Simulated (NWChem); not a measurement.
Molecule: C₃H₄O₂; SMILES O1CC(C1)=O

```xyz
9

O      0.0000     0.0000     1.8661
C      0.0000     0.0000     0.6632
C      0.0000     1.0535    -0.4542
O      0.0000     0.0000    -1.4390
C      0.0000    -1.0535    -0.4542
H      0.9065     1.7022    -0.4922
H     -0.9065     1.7022    -0.4922
H      0.9065    -1.7022    -0.4922
H     -0.9065    -1.7022    -0.4922
```
Atoms are numbered in this order, from 1.

Level: PBE-D3(BJ)/def2-SVP (NWChem), optimised geometry, unscaled harmonic frequencies. 

```
frequency (cm⁻¹)  IR intensity (km/mol)
----------------  ---------------------
149                                17.2
387                                 0.8
442                                 5.7
680                                 0.2
717                                 0.0
826                                 2.0
995                                23.3
1007                               37.3
1021                                0.2
1061                              137.2
1089                                0.0
1110                                0.1
1215                               23.0
1257                                1.3
1382                                3.0
1419                                6.6
1888                              263.2
2930                               42.7
2947                                4.5
2989                               34.9
2992                                0.0
```

The zero-point energy is 40.7 kcal/mol. The thermal correction to the enthalpy at 298.15 K (with zero-point energy) is 44.2 kcal/mol and the heat capacity Cv is 15.6 cal/(mol K). The entropy at 298.15 K and 1 atm (symmetry number 2) is 68.0 cal/(mol K) and the dipole moment is 0.72 D.

Rigid rotor and harmonic oscillator.
